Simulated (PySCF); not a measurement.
SMILES [GaH]([CH3])[Br] (CH4BrGa) at its PBE0/def2-SVP optimised geometry (Å):

```
7

Ga    -0.6577    -0.4283     0.0000
H     -1.6509    -1.6352    -0.0214
Br    -1.6942     1.6352     0.0000
C      1.2964    -0.4283     0.0000
H      1.6942     0.5203     0.3863
H      1.6527    -0.5546    -1.0358
H      1.6923    -1.2657     0.5940
```

Calculation: PBE0/def2-TZVP (PySCF). Cells within 0.4 Å of a nucleus heavier than hydrogen are left out (blank, or x).

Map of the log10 of the electron density (e/bohr³), floored at −4 on the plane z = 0.0 Å:

```
|0000001111111000000000000000000|
|0000112222222110000000000000000|
|0001222333332211000000000000000|
|0012233444443322100000000000000|
|0122344555554432110000000000000|
|1123455666655443210000000000000|
|1234456677766543221000000000000|
|1234567788776544321111100000000|
|12345678xx976654322222211000000|
|22345679xxx77654322233322110000|
|12345678xx976654333344433210000|
|1234566788776554444455544321000|
|1234456677766555445566654321000|
|1223455666666655555667665432100|
|0123344556667766666677765432100|
|0112334456689987667777765432100|
|001223445679xx97677xxx765432100|
|001123445679xx97677xxx765432100|
|001123455678xx876677x7765432100|
|0012234566677776666777665432100|
|0012345667766655555666654432100|
|0012345677766554445555554321000|
|0012334567665544344444443321000|
|0001234556554433333333332210000|
|0001233445444332222222222100000|
|0000123334333221111111111000000|
|0000112233322211000000000000000|
|0000001122211100000000000000000|
|0000000011110000000000000000000|
|0000000000000000000000000000000|
|0000000000000000000000000000000|
```
Scale: ten equal steps from -4.00 (start of '0') to 0.437 (end of '9'), in the order '0123456789'; x runs from -4.00 to 4.00, y from -4.00 (bottom) to 4.00 (top).
